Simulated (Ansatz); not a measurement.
Mulliken charges of ClH4OSi2 (`[SiH3]O[SiH]Cl`) radical from B3LYP/def2-TZVPP in Ansatz (PBE0-D4/def2-TZVP geometry).

```csv
atom,x (Å),y (Å),z (Å),charge (e)
Si1,-0.835,0.792,0.658,0.410
O2,0.599,0.278,0.028,-0.362
Si3,1.289,-0.613,-1.142,0.424
Cl4,0.163,-2.305,-1.493,-0.240
H5,-1.501,-0.330,1.363,-0.060
H6,-0.534,1.886,1.610,-0.062
H7,-1.714,1.291,-0.429,-0.065
H8,2.625,-1.057,-0.650,-0.046
```

Problem. By hand: the dipole of these point charges (1 e Å = 4.8032 D).

Solution. Σ q r = (0.062, 0.385, 0.010) e Å, of length 0.390 e Å = 1.87 D.

Problem. How does the dipole of the full density compare? (Estimate.)

Solution. Computed: (0.019, 0.198, 0.068) e Å, 1.01 D; the point charges give 1.85 times that, at 18° from its direction.

Point charges leave out the atoms' own dipoles, such as those of lone pairs, and Mulliken's split depends on the basis, so the two needn't agree.

B3LYP here is the variant with VWN-RPA as its local correlation; programs differ in this.
